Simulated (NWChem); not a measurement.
System: SiHOBrCl₂; SMILES O[Si](Cl)(Cl)Br

```xyz
6

O      0.1552    -0.7244    -1.9143
Si     0.0219    -0.4741    -0.3030
Cl    -1.7098    -1.2834     0.4302
Cl     1.6218    -1.3877     0.5563
Br     0.0299     1.6770     0.1783
H     -0.5243    -0.3549    -2.4882
```
Atoms are numbered in this order, from 1.

Level: PBE0/def2-SVP (NWChem), optimised geometry, unscaled harmonic frequencies. This build's default masses of Se (78.918 u) and Br (79.917 u) are each other's, which moves their modes by up to 0.6 %.

### Question
List the harmonic frequencies with IR intensities, and the thermochemistry.

### Answer
| frequency (cm⁻¹) | IR intensity (km/mol) |
|---|---|
| 112 | 36.2 |
| 141 | 2.3 |
| 183 | 31.9 |
| 215 | 8.3 |
| 249 | 28.5 |
| 272 | 31.0 |
| 408 | 34.0 |
| 574 | 218.3 |
| 627 | 169.8 |
| 795 | 284.1 |
| 960 | 94.3 |
| 3920 | 159.2 |

```yaml
zero_point_energy: 12.1 kcal/mol
thermal correction to the enthalpy at 298.15 K (with zero-point energy): 17.1 kcal/mol
heat capacity Cv: 21.6 cal/(mol K)
entropy at 298.15 K and 1 atm (symmetry number 1): 87.0 cal/(mol K)
dipole_moment: 1.81 D
```

Rigid rotor and harmonic oscillator.
